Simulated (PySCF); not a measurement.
This PySCF input asks for the NMR shieldings of `O=C([C@@H](C)CC#N)C[SiH3]`, C6H11NOSi; the geometry comes from GFN2-xTB.

```python
import basis_set_exchange as bse
import numpy as np
from pyscf import gto, dft
from pyscf.prop import nmr

atoms = """
C    -1.578918   -1.258971   -0.444928
C    -0.681052   -0.017757   -0.410649
C    -1.516308    1.249679   -0.169040
C    -2.453900    1.466656   -1.236833
N    -3.184706    1.624641   -2.102114
C     0.331665   -0.186899    0.718203
O     0.144571    0.282678    1.816554
C     1.560843   -0.933279    0.353473
Si    2.895885    0.340240   -0.181908
H    -0.994112   -2.156146   -0.636202
H    -2.325728   -1.158492   -1.229755
H    -2.090229   -1.378350    0.508460
H    -0.146968    0.067558   -1.362765
H    -2.057673    1.152784    0.776213
H    -0.859968    2.121991   -0.095536
H     1.378071   -1.638817   -0.453644
H     1.938817   -1.466867    1.224076
H     4.107702   -0.420480   -0.481584
H     2.417344    1.030581   -1.382949
H     3.109515    1.289928    0.903868
"""
names = dict.fromkeys(["C", "N", "O", "Si", "H"], "pcSseg-1")
basis = {el: gto.basis.parse(bse.get_basis(n, elements=[el], fmt="nwchem")) for el, n in names.items()}
mol = gto.M(atom=atoms, basis=basis, charge=0, verbose=0)
mf = dft.RKS(mol, xc="PBE0")
mf.grids.level = 2
mf.grids.alignment = dft.numint.BLKSIZE   # the property module wants whole blocks of grid points
mf.conv_tol = 1e-9
mf.kernel()

calc = nmr.RKS(mf)   # GIAO
C = mf.mo_coeff
Co = C[:, mf.mo_occ > 0]
resp = mf.gen_response(singlet=True, hermi=2)
def vind(x):   # induced exchange potential for any number of trial vectors
    d = np.einsum("pi,xij,qj->xpq", C, 2 * x.reshape(-1, C.shape[1], Co.shape[1]), Co, optimize=True)
    return np.einsum("xpq,pi,qj->xij", resp(d - d.transpose(0, 2, 1)), C, Co, optimize=True).ravel()
mo1, _ = nmr.rhf.solve_mo1(calc, with_cphf=vind)
sigma = calc.kernel(mo1)
for i, s in enumerate(sigma):   # ppm
    w = np.linalg.eigvalsh((s + s.T) / 2)
    print("%2d %-2s iso %8.1f  s11 %8.1f  s22 %8.1f  s33 %8.1f" % (i, mol.atom_pure_symbol(i), w.mean(), *w))
```

Task: What are the results?

Result: 
```
 0 C  iso    167.2  s11    152.5  s22    162.2  s33    187.1
 1 C  iso    139.7  s11    125.1  s22    127.1  s33    167.1
 2 C  iso    166.7  s11    153.7  s22    168.5  s33    178.1
 3 C  iso     62.6  s11    -55.8  s22    -49.1  s33    292.7
 4 N  iso    -33.8  s11   -206.0  s22   -196.5  s33    301.0
 5 C  iso    -29.4  s11   -112.2  s22    -75.2  s33     99.2
 6 O  iso   -293.5  s11   -851.8  s22   -398.3  s33    369.8
 7 C  iso    156.3  s11    131.5  s22    144.2  s33    193.2
 8 Si iso    414.5  s11    375.8  s22    411.6  s33    456.2
 9 H  iso     30.3  s11     25.5  s22     29.3  s33     36.1
10 H  iso     29.7  s11     25.1  s22     28.9  s33     35.3
11 H  iso     30.9  s11     27.3  s22     28.6  s33     36.8
12 H  iso     29.0  s11     25.0  s22     28.6  s33     33.4
13 H  iso     29.2  s11     24.5  s22     28.6  s33     34.5
14 H  iso     29.6  s11     24.4  s22     29.0  s33     35.2
15 H  iso     29.2  s11     25.1  s22     30.6  s33     31.8
16 H  iso     29.5  s11     25.9  s22     27.4  s33     35.2
17 H  iso     27.6  s11     24.5  s22     25.0  s33     33.3
18 H  iso     27.7  s11     24.0  s22     27.6  s33     31.5
19 H  iso     27.8  s11     24.4  s22     26.2  s33     32.8
```

These numbers come from an equivalent density-fitted implementation of the same equations, which agrees with the script to about 0.01 ppm for H and up to a few tenths of a ppm for heavy atoms, so last digits may differ.

Task: Turn these shieldings into chemical shifts. δ = σ(ref) − σ, references computed at the same level: TMS for 13C (σ = 186.93 ppm), 29Si (σ = 349.16 ppm), 1H (σ = 31.72 ppm); NH3 for 15N (σ = 267.73 ppm); 17O (σ = 336.08 ppm) vs H2O.

Result: Averaging equivalent atoms: C 5: 216.3; C 3: 124.3; C 1: 47.2; C 7: 30.6; C 2: 20.2; C 0: 19.7; N 4: 301.6; O 6: 629.5; Si 8: -65.4; H 17/18/19: 4.03; H 12: 2.76; H 15: 2.57; H 13: 2.51; H 16: 2.21; H 14: 2.17; H 9/10/11: 1.40 ppm. Unscaled 17O shifts of doubly bonded oxygen tend to come out too high, by tens of ppm or more. Experimental scales use liquid or dissolved standards, which lie at an offset from isolated NH3 (liquid NH3: subtract about 20 ppm) and H2O (liquid H2O: subtract about 36 ppm). Unscaled 15N shifts of sp2 nitrogen come out 20 to 40 ppm too high even then.

Size and cost of the density-fitted run: 215 basis functions, 30 s wall time on 1 thread of an Intel Xeon 6975P-C, shared host; peak memory 0.97 GiB.
